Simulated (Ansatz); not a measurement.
One geometry of C16H10⁺, that is pyrene with one electron fewer, several levels of theory.

```yaml
crystal:
  periodic: [false, false, false]
  atoms:
    - {symbol: C, position_ang: [3.525966, 0.342163, 0.105293]}
    - {symbol: C, position_ang: [2.948977, -0.928127, 0.102839]}
    - {symbol: C, position_ang: [1.534311, -1.091956, 0.060929]}
    - {symbol: C, position_ang: [0.926341, -2.373816, 0.057874]}
    - {symbol: C, position_ang: [-0.454853, -2.507845, 0.016809]}
    - {symbol: C, position_ang: [-1.296846, -1.366688, -0.023350]}
    - {symbol: C, position_ang: [-2.716602, -1.477909, -0.065787]}
    - {symbol: C, position_ang: [-3.525989, -0.342152, -0.104582]}
    - {symbol: C, position_ang: [-2.948985, 0.928131, -0.102583]}
    - {symbol: C, position_ang: [-1.534307, 1.091955, -0.061050]}
    - {symbol: C, position_ang: [-0.926338, 2.373816, -0.057993]}
    - {symbol: C, position_ang: [0.454855, 2.507845, -0.016895]}
    - {symbol: C, position_ang: [1.296849, 1.366687, 0.023236]}
    - {symbol: C, position_ang: [2.716593, 1.477913, 0.066023]}
    - {symbol: C, position_ang: [0.705035, 0.068416, 0.020981]}
    - {symbol: C, position_ang: [-0.705036, -0.068415, -0.020969]}
    - {symbol: H, position_ang: [4.612974, 0.447633, 0.136920]}
    - {symbol: H, position_ang: [3.583381, -1.818824, 0.133601]}
    - {symbol: H, position_ang: [1.560488, -3.264548, 0.088297]}
    - {symbol: H, position_ang: [-0.906749, -3.503966, 0.014802]}
    - {symbol: H, position_ang: [-3.168778, -2.474048, -0.067284]}
    - {symbol: H, position_ang: [-4.612955, -0.447640, -0.137569]}
    - {symbol: H, position_ang: [-3.583395, 1.818831, -0.133149]}
    - {symbol: H, position_ang: [-1.560473, 3.264543, -0.088806]}
    - {symbol: H, position_ang: [0.906766, 3.503960, -0.015391]}
    - {symbol: H, position_ang: [3.168761, 2.474055, 0.067805]}
basis:
  gaussian: {orbitals: def2-SVP, initial_orbitals: start.molden}
total_charge: 1
magnetization: {spin_polarized: true, initial_magnetization: 1}
hamiltonian: {xc: pbe, dispersion: d4}
scf: {omitted_lower_state_checks: [starts]}
output: {orbitals: {seedname: orbitals}}
```

The file start.molden holds the orbitals of an earlier run on this structure, at another level or in another basis.

```sh
$ ansatz run in.yaml --threads 4 --pin off --events-out ev --progress --plain --max-ram 9574MiB
```

Shortened log:

```
Functional definition: PBE
3108 factors; their error is unknown
mean field evaluation 1: about -16715.9256 eV, gradient 6.9e0 eV
mean field evaluation 2: about -16716.1175 eV, gradient 2.0e-1 eV
mean field evaluation 4: about -16715.9018 eV, gradient 3.4e-3 eV
mean field -16715.90175159 eV, -614.2980589259 hartree, gradient 1.8e-5 eV, S^2 0.757322; 0 other end points of the search recorded, 0 dependent functions left out
reference -16715.90180100 eV, -614.2980607415 hartree; 53, 52 occupied and 221, 222 virtual orbitals, 3108 factors
Total energy: -16716.94463442 eV, -614.3363841628 hartree
Checks for a lower state left out: starts
```

Hardware: 4 threads of AMD EPYC 7R43 on a shared host. Wall time 9 s.

First input, but with `hamiltonian: {xc: pbe0, dispersion: d4}` (abridged; 23 s):

```
Functional definition: PBE0
mean field -16717.40599720 eV, -614.3533389323 hartree, gradient 1.5e-5 eV, S^2 0.783918
Total energy: -16718.30135310 eV, -614.3862426549 hartree
Checks for a lower state left out: starts
```

Geometry: r2SCAN-D4/def2-SVP.
